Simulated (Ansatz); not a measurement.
Reaction (atomization): `C[NH][Ga]([SH])[Cl]` → C• + Cl• + Ga• + 5 H• + N• + S•

Computed with Ansatz on PBE0-D4/def2-TZVP structures; ΔE is electronic, products minus reactants. CCSD(T)/CBS is the MP2 limit (def2-TZVPP, def2-QZVPP) plus CCSD(T) − MP2 in def2-TZVPP, frozen cores. This one scheme is used for every species, atoms too. DFT in def2-TZVPP. HSE06 is defined as in plane-wave codes. No spin–orbit coupling; open shells (•) take unrestricted orbitals. Spin–orbit coupling would lower the free atoms: a little for C, Cl, S; clearly for Ga. For Ga outer-core shells are correlated without core-valence functions, so the limit isn't a true one: a few kJ/mol of doubt a bond, and 10 to 20 or more in all where bonds break to atoms. Scalar relativity is left out up to krypton. One conformer a species, not always the lowest.

CCSD(T)/CBS gives +3329.8 kJ/mol.

**Question.** Another level gave +3231.9 kJ/mol. Which?
A. BLYP/def2-TZVPP
B. HSE06-D4/def2-TZVPP
C. CAM-B3LYP/def2-TZVPP
D. SCS-MP2/def2-TZVPP

**Answer.** A. BLYP 3231.9, CAM-B3LYP 3292.9, SCS-MP2/def2-TZVPP 3276.7, HSE06-D4 3327.4 kJ/mol.

Largest T1 diagnostic among the species: 0.013.

Leaving LDA and LC-ωPBE aside and taking each functional with its dispersion term where it has one, the values, not all of them listed here, spread over 162.7 kJ/mol, from BHLYP-D4 to PBE-D4. LDA lies +463.3 kJ/mol from PBE without D4, its usual overbinding. The D4 term adds +41.6 kJ/mol with B3LYP and +22.2 kJ/mol with PBE0; it sums over pairs of atoms, weighted by their polarisabilities, and B3LYP, whose exchange is more repulsive, gets the larger term.

B3LYP here is the variant with VWN-RPA as its local correlation; programs differ in this.

For atomizations the MP2-based limit and the directly extrapolated one differ by several kJ/mol either way, and by 10 to 25 for some Ge, Se and Sn compounds, so smaller differences from it don't rank the levels.
